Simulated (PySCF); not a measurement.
## Correlation energy of B⁺ (boron, charge +1)

[He] 2s1 3s1, high-spin 3S determinant (an excited configuration). All numbers are calculated (PySCF 2.14, the spin-free X2C one-electron Hamiltonian (Gaussian nucleus), in aug-cc-pCVTZ-DK with one added diffuse shell each of s, p, d, f type (8s7p5d3f, 75 functions)). Frozen: 1s2; 2 electrons correlated.

With two correlated electrons CCSD is exact within the correlated space (frozen core and kept virtual orbitals).

```json
{"level": "CCSD", "correlation energy (mhartree)": "-8.29"}
```

Diagnostics: T1 = 0.012, D1 = 0.0231, largest double amplitude 0.075.

The outer electron is Rydberg-like, and this basis confines it to a smaller radius and binds it less than a complete one would.

Cost of the coupled-cluster step: of the order of 4 core-seconds, for 2 correlated electrons.

Iterations:

```
CC2 = 0
CCSD nocc = (np.int64(2), np.int64(0)), nmo = (74, 74)
frozen orbitals [[0], [0]]
max_cycle = 100
direct = 0
conv_tol = 1e-08
conv_tol_normt = 1e-06
diis_space = 8
diis_start_cycle = 0
Init t2, MP2 energy = -0.00333209482952831
Init E_corr(UCCSD) = -0.00333209484421301
cycle = 1  E_corr(UCCSD) = -0.00509467391584403  dE = -0.00176257907  norm(t1,t2) = 0.0348841
cycle = 2  E_corr(UCCSD) = -0.00618338841515773  dE = -0.0010887145  norm(t1,t2) = 0.0231398
cycle = 3  E_corr(UCCSD) = -0.00830620801554208  dE = -0.0021228196  norm(t1,t2) = 0.0155029
cycle = 4  E_corr(UCCSD) = -0.00828172375398779  dE = 2.44842616e-05  norm(t1,t2) = 0.000782448
cycle = 5  E_corr(UCCSD) = -0.00830204761351172  dE = -2.03238595e-05  norm(t1,t2) = 0.000298994
cycle = 6  E_corr(UCCSD) = -0.00829096834433403  dE = 1.10792692e-05  norm(t1,t2) = 8.66519e-05
cycle = 7  E_corr(UCCSD) = -0.00829216304422014  dE = -1.19469989e-06  norm(t1,t2) = 9.37515e-06
cycle = 8  E_corr(UCCSD) = -0.00829170214586983  dE = 4.6089835e-07  norm(t1,t2) = 3.35201e-06
cycle = 9  E_corr(UCCSD) = -0.00829179306831968  dE = -9.09224498e-08  norm(t1,t2) = 1.02961e-06
cycle = 10  E_corr(UCCSD) = -0.00829182531472048  dE = -3.22464008e-08  norm(t1,t2) = 2.37146e-07
cycle = 11  E_corr(UCCSD) = -0.00829182075848133  dE = 4.55623915e-09  norm(t1,t2) = 4.75672e-08
UCCSD converged
E(UCCSD) = -23.71379049166005  E_corr = -0.008291820758481333
```
